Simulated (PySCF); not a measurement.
What does the PBE0-D3(BJ)/def2-SVP structure of `N#CCCB(O)O` look like in three dimensions?

```
atom  x, y, z in Å
N1    -3.4195    0.8573    0.6661
C2    -2.4508    0.2888    0.3860
C3    -1.2151   -0.3983    0.0283
C4    -0.0257    0.5493   -0.1392
B5     1.3263   -0.1890   -0.5000
O6     1.3195   -1.5418   -0.6189
O7     2.5043    0.4687   -0.6984
H8    -1.0005   -1.1557    0.7986
H9    -1.3908   -0.9632   -0.9009
H10   -0.2502    1.2957   -0.9217
H11    0.1181    1.1373    0.7846
H12    2.1925   -1.8858   -0.8404
H13    2.4401    1.4224   -0.5991
```

Orientation and origin are arbitrary. Atoms count from 1 in this order. Of the pairs four or more bonds apart, O6···H8 is among the closest relative to their van der Waals radii: 2.75 Å, 101 % of the sum of Bondi's values. The C–C distances run from 1.458 Å (C2–C3, drawn single) to 1.530 Å (C3–C4, drawn single), a spread of 0.072 Å. B5 (three-coordinate boron) is planar (angles 123.1°, 118.7° and 118.2°, sum 360.0°, 0.00 Å off the plane of its three neighbours). The 7 heavy atoms lie in one plane (0.009 Å rms).

Bonds between heavy atoms (Å): N1≡C2 1.158, C2–C3 1.458, C3–C4 1.530, C4–B5 1.582, B5–O6 1.358, B5–O7 1.364.

Method used: PBE0-D3(BJ)/def2-SVP geometry optimisation, gas phase (PySCF).

No PBE0-D3(BJ)/def2-SVP frequencies stand behind this structure, so it isn't proved a minimum. The numbers are those of one conformer (C2–C3–C4–B5 179°, C3–C4–B5–O6 0°, C4–B5–O6–H 180°, C4–B5–O7–H 0°).

Time: 59 s wall; peak memory 0.52 GiB. Hardware: an Arm Neoverse V1 with one thread, no GPU, shared host. That covers the optimisation of the geometry.
